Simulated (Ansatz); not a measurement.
Geometry optimisation, RKS B3LYP/def2-SVP (Ansatz).

Input file:

```yaml
crystal:
  periodic: [false, false, false]
  atoms:
    - { symbol: Ga, position_ang: [0.072907, -2.689928, 0.124845] }
    - { symbol: F, position_ang: [1.62888, -1.870231, -0.193913] }
    - { symbol: H, position_ang: [-0.656615, -3.13342, -1.179294] }
    - { symbol: H, position_ang: [-0.208877, -2.888226, 1.645062] }
    - { symbol: H, position_ang: [0.856157, 0.162428, -0.240329] }
    - { symbol: O, position_ang: [-0.054658, 0.470026, -0.111263] }
    - { symbol: Si, position_ang: [-0.331985, 2.118032, -0.031712] }
    - { symbol: H, position_ang: [0.435959, 2.751135, 1.081358] }
    - { symbol: H, position_ang: [0.044103, 2.801027, -1.305252] }
    - { symbol: H, position_ang: [-1.785971, 2.279358, 0.210498] }
basis:
  gaussian: { orbitals: def2-SVP }
hamiltonian:
  xc: b3lyp
relax:
  f_tol: 0.03
  max_steps: 50
```

Command:

```bash
$ ansatz run input.yaml --threads 2 --pin off --max-ram 3072MiB --backend cpu --events-out ev --progress --plain --runs-dir out
```

Task: Where does it end, and by what steps?

Result: The forces met the threshold. After 10 steps the energy has fallen by 0.418 eV; H3 moved furthest, 0.80 Å. Joined: Ga1–O6 (3.17 → 2.15 Å).

| step | energy less start (eV) | largest force component (eV/Å) | accepted |
| --- | --- | --- | --- |
| 0 | 0.0000 | 0.309 | yes |
| 1 | -0.1078 | 0.252 | yes |
| 2 | -0.2215 | 0.441 | yes |
| 3 | -0.3210 | 0.477 | yes |
| 4 | -0.3676 | 0.388 | yes |
| 5 | -0.3490 | 1.131 | no |
| 6 | -0.4020 | 0.135 | yes |
| 7 | -0.4140 | 0.108 | yes |
| 8 | -0.4171 | 0.059 | yes |
| 9 | -0.4174 | 0.043 | yes |
| 10 | -0.4175 | 0.016 | yes |

```xyz
10
Properties=species:S:1:pos:R:3
Ga -0.046 -1.966 0.101
F 1.738 -1.852 -0.236
H -0.877 -2.362 -1.166
H -0.362 -2.157 1.623
H 1.208 -0.040 -0.267
O 0.259 0.153 -0.109
Si -0.346 1.738 -0.008
H 0.303 2.454 1.123
H -0.075 2.454 -1.283
H -1.802 1.580 0.222
```

Whether the end is a true minimum wasn't checked by a vibrational analysis.

The run took 61 s on 2 threads of Arm Neoverse N1 (shared host), peak memory 0.24 GiB.
